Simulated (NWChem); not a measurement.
Species: CH5Al; SMILES [CH3][AlH2]

Program: NWChem. Pople sets run with spherical d functions. STO-3G and 3-21G are far too small for this property and stand as cheap habits. Structure relaxed at the PBE0/def2-SVP level. Field at 589 nm.

Q: Order these by “anisotropy (bohr³)”, lowest first: B3LYP/6-31G*; B3LYP/def2-SVP; B3LYP/aug-cc-pVDZ; B3LYP/STO-3G.

A: B3LYP/STO-3G (7.3), B3LYP/6-31G* (12.8), B3LYP/aug-cc-pVDZ (13.7), B3LYP/def2-SVP (14.7)
